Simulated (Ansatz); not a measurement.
One change: `[CH3][SnH2][SiH2]O` becomes `O[SiH2][SnH2][Cl]`.

Ansatz, PBE0-D4/def2-TZVP geometries, multiplicity 1. Each molecule was computed in one conformer, which needn't be the lowest.

Elements past krypton have def2 core potentials.

| property | `[CH3][SnH2][SiH2]O` |
| --- | --- |
| LUMO energy (PBE/def2-TZVPP) / eV | -1.27 |
| LUMO energy (B3LYP/def2-TZVPP) / eV | -0.68 |
| HOMO energy (PBE/def2-TZVPP) / eV | -6.19 |
| LUMO energy (ωB97M-V/def2-TZVPP) / eV | 1.14 |
| size of the dipole moment (B3LYP/def2-TZVPP) / D | 0.83 |
| HOMO energy (PBE0/def2-TZVPP) / eV | -7.31 |

Question: What does the change do to each property? (An estimate is asked.)

Answer: The calculation gave: 
```
                                        property  `O[SiH2][SnH2][Cl]`  shift
               LUMO energy (PBE/def2-TZVPP) / eV                -2.25  -0.98
             LUMO energy (B3LYP/def2-TZVPP) / eV                -1.69  -1.01
               HOMO energy (PBE/def2-TZVPP) / eV                -6.83  -0.64
           LUMO energy (ωB97M-V/def2-TZVPP) / eV                 0.16  -0.98
size of the dipole moment (B3LYP/def2-TZVPP) / D                 2.47   1.64
              HOMO energy (PBE0/def2-TZVPP) / eV                -7.97  -0.66
```

With PBE0 the HOMO falls by 0.66 eV and the LUMO falls by 1.03 eV, so the gap narrows by about 0.37 eV. PBE moves the HOMO by -0.64 eV and ωB97M-V by -0.65 eV. Dipoles are sizes alone; their direction can turn.

B3LYP here is the variant with VWN-RPA as its local correlation; programs differ in this.
